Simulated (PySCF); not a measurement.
A GIAO shielding run with PySCF 2.14 (density fitting, non-relativistic, gas phase) on `C=C([SiH3])C(F)(F)F`, C₃H₅F₃Si:

```
$ OMP_NUM_THREADS=1 python probes_run.py task.json out

{"job": {"kind": "nmr", "xc": "PBE0", "basis": "IGLO-III", "pop": true}, "charge": 0, "multiplicity": 1}
C     -0.637356     1.468144    -0.213568
C     -0.185918     0.224863    -0.017989
Si     1.631119    -0.224585    -0.267187
C     -1.136303    -0.853496     0.417091
F     -1.214034    -1.817849    -0.508042
F     -2.376462    -0.411476     0.636222
F     -0.711269    -1.433410     1.548143
H      0.030201     2.270635    -0.539225
H     -1.688966     1.726596    -0.055460
H      2.293179     0.971405    -0.864832
H      1.762076    -1.395828    -1.180710
H      2.273751    -0.557260     1.037578
```

Hardware: 1 thread of an Arm Neoverse V1, shared host. The job also computes population analyses, field gradients.

(1) How large is the calculation?

(2) How long does it take, and how much memory does it need?

(3) And these other runs on the same molecule and hardware: GIAO shielding at BHandHLYP/pcSseg-1; GIAO shielding at BP86/pcSseg-1; GIAO shielding at CAM-B3LYP/pcSseg-1; GIAO shielding at KT2/pcSseg-1; GIAO shielding at KT3/pcSseg-1; GIAO shielding at LC-wPBE/pcSseg-1?

## Answers

(1) 64 electrons, 304 basis functions and 792 auxiliary functions.

(2) 48 s of wall time, with 14 SCF cycles and 5 response iterations; peak memory 1.2 GiB. Times on a shared host scatter by some tens of per cent.

(3) BHandHLYP/pcSseg-1: 151 functions, 14 s; BP86/pcSseg-1: 151 functions, 21 s; CAM-B3LYP/pcSseg-1: 151 functions, 20 s; KT2/pcSseg-1: 151 functions, 22 s; KT3/pcSseg-1: 151 functions, 22 s; LC-wPBE/pcSseg-1: 151 functions, 26 s.
